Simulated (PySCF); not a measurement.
Excitation energy of Sb by level of theory

Sb [Kr] 4d10 5s2 5p3 (4S) → Sb [Kr] 4d10 5s2 5p2 6s1 (4P), as a difference of total energies. All numbers are calculated (PySCF 2.14, a scalar-relativistic core potential, in aug-cc-pwCVTZ-PP with ECP28MDF (8s7p6d4f1g, 96 functions)). Correlated levels: valence: 4s2 4p6 4d10 frozen. The calculations carry no spin-orbit coupling.

| method | excitation energy (eV) |
| --- | --- |
| UHF | 5.700 |
| MP2 (valence) | 5.864 |
| SCS-MP2 (valence) | 5.824 |
| CCSD (valence) | 5.824 |
| CCSD(T) (valence) | 5.830 |

**Question.** How much does correlation contribute at CCSD(T) (valence)?

**Answer.** 5.830 − (5.700) = 0.130 eV, measured against UHF.

Errors of the correlated levels include the incompleteness of this basis and the frozen core.

For comparison: 5.789 eV (measured; NIST levels, between the centres of gravity of the two terms).
